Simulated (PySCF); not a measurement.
# Rb: excitation energy

Rb [Kr] 5s1 (2S) → Rb [Kr] 5p1 (2P), as a difference of total energies. Calculation: PySCF 2.14, in x2c-QZVPPall (13s8p7d3f2g, 111 functions); scalar relativity by spin-free X2C-1e. Correlated levels: valence and next inner shell: [Ar] 3d10 frozen. The calculations carry no spin-orbit coupling.

Q: Order these methods by the excitation energy they give, lowest first.
A. PBE
B. LDA
C. B97-3
D. MP2 (valence and next inner shell)

A: C (10526 cm⁻¹), A (10954 cm⁻¹), B (12329 cm⁻¹), D (12537 cm⁻¹).

Errors of the correlated levels include the incompleteness of this basis and the frozen core.

The basis was made for the ground configuration and has no added diffuse functions, so the excitation energy can come out too high.

For comparison: 12737 cm⁻¹ (measured; NIST levels, between the centres of gravity of the two terms).
